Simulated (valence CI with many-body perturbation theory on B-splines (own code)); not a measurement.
**As¹⁹⁺: key properties**

Calculated by configuration interaction combined with many-body perturbation theory (CI+MBPT): four valence electrons over a frozen Dirac-Fock core [Ne], a basis of 9 s, 9 p, 8 d, 6 f, 3 g, 1 h functions for each j, with the one-electron correlation potential Σ1, the two-electron term Σ2, the three-electron term Σ3, Breit, model QED; selected CI, second order for the rest, scaled by the run's own slope (own B-spline code, finite nucleus).

No measured levels were compared; by estimate levels of excited configurations hold to 0.05 to 0.15 % of their energy, terms of the ground configuration to about 0.5 %.

Names give the largest LS component (configuration and term), which can be under half, so a name can repeat, a term be missing and a line seem to break the LS rules; names also repeat where a configuration has a term twice.

Rates and lifetimes use the calculated energies. Strong lines usually hold to 10 to 20 %, long lifetimes can be off by a factor of two.

Problem. What is the ground level?

Solution. 3s2 3p2 3P_0, composition 87 % 3s2 3p2 3P + 11 % 3s2 3p2 1S.

Problem. What is the ionisation energy?

Solution. 773.1 eV; NIST lists 774 ± 1.8 eV (semi-empirical).

Problem. Name the longest-lived excited levels whose lifetime is computed, and their main decay.

Solution. 3s2 3p2 3P_2 at 7.70 eV lives 11.3 ms, mostly by M1 to 3s2 3p2 3P_1; 3s2 3p2 3P_1 at 5.08 eV lives 904 μs, mostly by M1 to 3s2 3p2 3P_0; 3s2 3p2 1D_2 at 15.45 eV lives 215 μs, mostly by M1 to 3s2 3p2 3P_1. The lifetime of 3s2 3p 3d 3F°_4 is too uncertain to give, and may be longer.

Problem. How is the term 3P of the ground level split?

Solution. J = 0 at 0.00, J = 1 at 5.08, J = 2 at 7.70 eV.

Problem. Among levels below 128.90 eV, which E1 lines absorb most strongly from the ground level?

Solution. to 3s2 3p 3d 3D°_1 at 13.22 nm, f = 0.673; to 3s 3p3 3S°_1 at 15.22 nm, f = 0.137; to 3s 3p3 3D°_1 at 21.07 nm, f = 0.0921.

Problem. What are the static dipole polarisabilities of the lowest levels?

Solution. 3s2 3p2 3P_0 0.112; 3s2 3p2 3P_1 0.115 (tensor 0.0051); 3s2 3p2 3P_2 0.114 (tensor -0.00063); 3s2 3p2 1D_2 0.116 (tensor 0.011) bohr³, of which the core gives 0.00180.

Problem. How well does LS coupling describe the low levels?

Solution. Among the lowest 20 levels the leading LS term, summed over configurations, holds 81 % on average. For single configurations the figures are 74 % in LS and 70 % in jj coupling. Terms mix most in the J = 2 level at 92.30 eV, where the leading one holds 53 %.
